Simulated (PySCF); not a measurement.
# `[H][Ge]([CH3])([CH3])[O]CC`, C4H12GeO

Cartesian coordinates in Å; atom numbers follow the order of the lines, from 1:
```xyz
18

Ge    0.394    1.154    0.413
H     0.630    1.541    1.874
C     2.103    0.550   -0.400
H     2.834    1.353   -0.398
H     1.933    0.244   -1.430
H     2.525   -0.292    0.143
C    -0.571    2.545   -0.594
H    -0.745    2.206   -1.611
H    -0.001    3.469   -0.628
H    -1.533    2.748   -0.134
O    -0.779   -0.172    0.380
C    -0.592   -1.494    0.834
C    -1.285   -2.456   -0.120
H     0.474   -1.746    0.899
H    -1.022   -1.589    1.838
H    -1.170   -3.478    0.230
H    -2.343   -2.214   -0.181
H    -0.854   -2.367   -1.113
```

Computed with PySCF, GIAO PBE/def2-SVP magnetisability, rotational g tensor and spin-rotation constants, non-relativistic, gas phase. Geometry: GFN2-xTB.

The calculation is non-relativistic, which matters for the atoms heavier than Zn.

Problem. Give the nuclear spin-rotation constants along the inertial axes (H = +C I·J) beside the isotropic shieldings.

Solution. Rotational constants 3.8400, 1.3508, 1.1612 GHz. A star marks the isotopologue with that one atom substituted, in its own axes.
| atom | isotope | Caa (kHz) | Cbb (kHz) | Ccc (kHz) | mean (kHz) | σ (ppm) |
| --- | --- | --- | --- | --- | --- | --- |
| H2 | 1H | -0.283 | -0.107 | 0.046 | -0.115 | 25.9 |
| H4 | 1H | -0.019 | -0.130 | -0.143 | -0.098 | 31.7 |
| H5 | 1H | -0.437 | -0.151 | 0.004 | -0.195 | 31.6 |
| H6 | 1H | -0.267 | -0.064 | -0.107 | -0.146 | 30.8 |
| H8 | 1H | -0.421 | -0.153 | 0.010 | -0.188 | 31.2 |
| H9 | 1H | 0.039 | -0.152 | -0.140 | -0.084 | 31.6 |
| H10 | 1H | -0.437 | -0.005 | -0.109 | -0.184 | 31.0 |
| H14 | 1H | -0.373 | 0.071 | -0.119 | -0.140 | 27.9 |
| H15 | 1H | -0.341 | -0.109 | 0.034 | -0.139 | 27.6 |
| H16 | 1H | -0.041 | -0.119 | -0.123 | -0.094 | 30.9 |
| H17 | 1H | -0.412 | 0.038 | -0.133 | -0.169 | 30.4 |
| H18 | 1H | -0.383 | -0.147 | 0.011 | -0.173 | 30.7 |
| Ge1 | 73Ge* | -1.047 | -0.392 | -0.370 | -0.603 | 1376.9 |
| C3 | 13C* | 0.390 | 0.151 | 0.112 | 0.218 | 192.9 |
| O11 | 17O* | -0.453 | -0.099 | -0.088 | -0.213 | 287.9 |
| C12 | 13C* | 0.663 | 0.286 | 0.245 | 0.398 | 129.7 |
| C13 | 13C* | 0.476 | 0.199 | 0.154 | 0.277 | 171.8 |

For the geometry as given, no vibrational averaging.
